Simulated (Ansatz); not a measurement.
```yaml
crystal:
  periodic: [false, false, false]
  atoms:
    - {symbol: C, position_ang: [0.414896, -1.710048, -0.056849]}
    - {symbol: N, position_ang: [0.084497, -0.335733, -0.005625]}
    - {symbol: Mo, position_ang: [-0.301371, 1.291314, 0.045032]}
    - {symbol: F, position_ang: [-2.143055, 1.320281, -0.158103]}
    - {symbol: F, position_ang: [-0.205188, 1.824767, -1.726991]}
    - {symbol: F, position_ang: [-0.602922, 1.626775, 1.842472]}
    - {symbol: F, position_ang: [1.334280, 2.131630, 0.274372]}
    - {symbol: H, position_ang: [-0.434307, -2.305270, 0.289150]}
    - {symbol: H, position_ang: [1.278457, -1.904468, 0.584708]}
    - {symbol: H, position_ang: [0.657912, -1.990448, -1.085265]}
basis:
  gaussian: {orbitals: def2-SVPD}
hamiltonian: {xc: {name: B97}, pseudopotentials: {relativity: none}}
charge: 1
```

```sh
$ ansatz run in.yaml --threads 8 --pin off --events-out ev --progress --plain --max-ram 18278MiB
```

It prints (some lines left out):

```
Error: YAML parse error: error: line 17 column 1: unknown field `charge`, expected one of crystal, accuracy, basis, kpoints, hamiltonian, magnetization, projection, total_charge, correlation, batch, efield, external_charges, scf, relax, neb, saddle, md, ramp, phonons, dielectric, real_time, elastic, magnetic_configurations, gw, evaluate, workflow, output, checkpoint, execution
15 |   gaussian: {orbitals: def2-SVPD}
16 | hamiltonian: {xc: {name: B97}, pseudopotentials: {relativity: non…
17 | charge: 1
```

Question: What is wrong with this run?

Answer: The input holds a key that doesn't belong there. The input was rejected before any iteration.
